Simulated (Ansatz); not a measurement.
System: N$_{2}$ (charge 0, quintet). The spin state was set by rule; other spins were not relaxed. 
Structure (B3LYP-D3(BJ)/def2-TZVP (Ansatz, a first-principles code) minimum search):
```
N
N 1 1.5960
```
Charge 0, spin multiplicity 5.

Basis-set convergence of Hartree-Fock and MP2 correlation energies (hartree) with Ansatz. Valence correlation only, unless marked. UHF or UKS for open shells. No spin-orbit coupling. No relativistic terms.

```
basis        functions       E(HF)  E(corr, MP2)
-----------  ---------  ----------  ------------
def2-SVPD           40  -108.62050      -0.19531
def2-TZVPPD         74  -108.75299      -0.24340
def2-QZVPPD        126  -108.75674      -0.26294
```

Extrapolating the two largest sets (X = 3 and 4) as X^-3: E(corr) = (64·(-0.26294) - 27·(-0.24340))/37 = -0.2772 Eh, an estimate of the basis-set limit. The largest set recovers 94.9 % of it, the smallest 70.5 %.
